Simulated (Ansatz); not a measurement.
Cd4H14S4, relaxed as a singlet with RKS PBE-D4/def2-SVP in Ansatz, starting from the GFN1-xTB geometry. Force threshold 0.03 eV/Å.

In the def2 sets Cd takes a core potential; there is no spin–orbit coupling. In the singlet geometry the species has come apart into loosely held pieces. In the singlet, H13 and H16 lie 0.77 Å apart (atoms count from 1), so H2 has formed as a molecule.

Start:

```
atom    x (Å)    y (Å)    z (Å)
 Cd1   0.6308   0.0665  -3.2004
  S2   1.7317  -1.5261  -0.8779
 Cd3   0.0997   3.2386   0.3350
  S4  -0.9116   1.1642  -1.1849
  S5   1.3057   0.9400   1.8801
 Cd6   1.3533  -1.7400   1.7705
 Cd7  -3.2305  -0.1112  -0.3891
  S8  -1.2838  -1.6709   1.3016
  H9   2.0257   0.9859  -3.3596
 H10  -0.1923  -1.2441  -3.8429
 H11   3.0164  -1.3702  -1.1008
 H12   1.7018  -2.7346  -1.3906
 H13   1.5770   3.7012  -0.3092
 H14  -1.0096   3.6072   1.5383
 H15  -1.5531   1.9802  -2.0098
 H16   2.5435   1.3694   1.9721
 H17   0.9986   1.2836   3.1104
 H18   2.1343  -2.7156   2.7593
 H19  -3.5101  -1.4006  -1.4297
 H20  -3.8671   0.7156   0.9271
 H21  -1.6714  -2.8966   1.0339
 H22  -1.8890  -1.6424   2.4667
```

Task: Estimate the energy that the relaxation releases and the steps that it takes.

Result: 84.3 kcal/mol, in 61 steps; 3.6 min on 2 threads of AMD EPYC 7R13 on a shared host and a share (18 GiB) of an NVIDIA H100 80GB HBM3. No frequencies were taken in this run, so the end may be a saddle point.

Task: Does the start keep its bonding?

Result: Bonds lost: Cd3–H13, S5–H16 (atoms count from 1). Bonds formed: Cd3–H20 (atoms count from 1). Metal–metal contacts that move far: Cd3–Cd7 4.78 to 3.06 Å, Cd1–Cd3 4.78 to 3.16 Å. The end holds 2 separate pieces.

Task: Predict the relaxed structure.

Result: 
```xyz
22

Cd    0.6190    1.4813   -2.5854
S     1.7580   -1.8427   -0.6379
Cd   -0.9600    1.7122    0.1380
S    -1.3175   -0.5852   -1.3918
S     0.4836    0.9693    2.1794
Cd    1.2532   -1.4472    2.0265
Cd   -3.4957   -0.0042    0.1844
S    -1.6205   -2.0773    1.5966
H     1.8728    0.7969   -1.5676
H    -0.2036    2.0242   -3.9593
H     1.8018   -0.4782   -1.1299
H     3.1071   -1.9057   -0.4424
H     3.0923    2.3240   -0.0265
H    -0.2763    2.8648   -0.9805
H    -2.0050   -0.1218   -2.4732
H     3.4363    2.7672    0.5027
H     1.6349    1.5240    1.7044
H     1.9429   -2.6746    2.9804
H    -4.9550   -0.8387    0.0198
H    -2.6838    1.4928    0.9186
H    -1.5615   -2.8795    0.4970
H    -1.9230   -3.1016    2.4466
```
Bond lengths (bridged metal pairs left out): 6 × Cd–S 2.54 to 2.97 Å; 1 × Cd–Cd 3.16 Å; 7 × Cd–H 1.69 to 1.90 Å; 6 × H–S 1.36 to 1.45 Å.
